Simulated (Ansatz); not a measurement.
Ansatz (a program for electronic structure) input (B3LYP/def2-SVP):

Ansatz 0.2 input:
```yaml
crystal:
  periodic: [false, false, false]
  atoms:
    - {symbol: Na, position_ang: [-0.63922233, -0.48601573, -0.51518672]}
    - {symbol: O, position_ang: [0.71161054, 0.53681843, 0.57326082]}
    - {symbol: H, position_ang: [1.33856133, 1.05162562, 1.08096734]}
basis:
  gaussian:
    orbitals: def2-SVP
hamiltonian:
  xc: {name: B3LYP}
total_charge: -1
magnetization: {spin_polarized: true, initial_magnetization: 1}
output: {forces: true}
```

Q: Predict the final energy.

A: -238.01904 Eh.
